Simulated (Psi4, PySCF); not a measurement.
Psi4 was given this input:
```
memory 2 GB

molecule {
1 3
As    0.00000000    0.00000000    0.00000000
}

set {
  basis 6-31g*
  reference uks
  scf_type pk
  puream true
  d_convergence 1e-8
  dft_radial_points 99
  dft_spherical_points 590
}

energy('wb97m-v')
print_variables()
```

**Question.** Give the equivalent PySCF input.

**Answer.** This is not unique; one that fits is 
```python
from pyscf import gto, scf, dft

mol = gto.Mole()
mol.atom = '''
    As    0.000000    0.000000    0.000000
'''
mol.basis = '6-31g*'
mol.charge = 1
mol.spin = 2
mol.verbose = 4
mol.build()

mf = dft.UKS(mol)
mf.xc = 'wb97m_v'
mf.grids.atom_grid = (99, 590)
mf.grids.prune = None
mf.kernel()
```

Both were run: Psi4 gave -2235.043810 Eh and PySCF -2235.043814 Eh, 0.003 mEh apart.
